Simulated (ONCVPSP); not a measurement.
# u(r) = r·R(r): atom against pseudo-atom (titanium)

Columns: radius, all-electron u(r) and pseudo u(r) of the 3d shell (level -4.46 eV) of titanium in the configuration [Ar] 3d2 4s2; LDA (Perdew-Zunger), scalar-relativistic, ONCV scheme, ONCVPSP 4.0.1.

| r (bohr) | all-electron | pseudo |
| --- | --- | --- |
| 0.150 | 0.0789 | 0.0223 |
| 0.300 | 0.2873 | 0.1498 |
| 0.450 | 0.4934 | 0.3827 |
| 0.600 | 0.6415 | 0.6228 |
| 0.750 | 0.7268 | 0.7720 |
| 0.900 | 0.7622 | 0.8112 |
| 1.050 | 0.7631 | 0.7865 |
| 1.200 | 0.7425 | 0.7465 |
| 1.350 | 0.7095 | 0.7095 |
| 1.500 | 0.6700 | 0.6700 |
| 1.650 | 0.6277 | 0.6277 |
| 1.800 | 0.5850 | 0.5849 |
| 1.950 | 0.5432 | 0.5432 |
| 2.100 | 0.5032 | 0.5032 |
| 2.250 | 0.4655 | 0.4654 |
| 2.400 | 0.4301 | 0.4301 |
| 2.550 | 0.3971 | 0.3971 |
| 2.700 | 0.3664 | 0.3664 |
| 2.850 | 0.3380 | 0.3380 |
| 3.000 | 0.3117 | 0.3116 |
| 3.150 | 0.2873 | 0.2873 |
| 3.300 | 0.2647 | 0.2647 |
| 3.450 | 0.2439 | 0.2438 |
| 3.600 | 0.2246 | 0.2246 |
| 3.750 | 0.2068 | 0.2067 |
| 3.900 | 0.1903 | 0.1903 |

How many radial nodes do the two functions have?

The all-electron 3d function has n − l − 1 = 0; the pseudo-wave has 0.

At about which radius was the pseudo-wave matched?

1.35 bohr, where the columns begin to agree (steps of 0.15 bohr).

Is the pseudo-wave norm-conserving?

Yes: the ONCV scheme keeps the norm inside the radius equal to the all-electron one, which fixes the energy derivative of the logarithmic derivative at the level.
